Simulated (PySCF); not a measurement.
Polarisability and C₆ of Ag²⁺ (silver, charge +2)

[Kr] 4d9, 2D determinant. Calculation: PySCF 2.14, in x2c-TZVPPall with one added diffuse shell each of s, p, d, f type (9s7p7d3f1g, 95 functions); the spin-free X2C one-electron Hamiltonian (Gaussian nucleus). Coupled (time-dependent) response in atomic units; α is the mean over directions.

| method | mean α (bohr³) | α xx, yy, zz | C₆ (like pair) | S(−4) |
| --- | --- | --- | --- | --- |
| r2SCAN0 | 5.837 | 5.693, 5.693, 6.124 | 30.11 | 7.364 |
| BHandHLYP | 5.797 | 5.666, 5.666, 6.059 | 29.61 | 7.391 |

S(−4) is the Cauchy moment in α(ω) = α(0) + S(−4) ω² + …

Spin-orbit coupling is absent.

α(iu) at BHandHLYP:

```csv
u (hartree),α(iu) (bohr³)
0,5.797
0.0500,5.778
0.100,5.725
0.200,5.526
0.300,5.242
0.500,4.587
0.750,3.824
1.00,3.201
1.50,2.312
2.00,1.733
3.00,1.060
5.00,0.4980
```

For an ion, C₆ is the dispersion term alone; charge-induced terms of lower order in 1/R come first.

The components differ because the open shell of this determinant is not spherical; for a pure term their mean is the scalar polarisability.
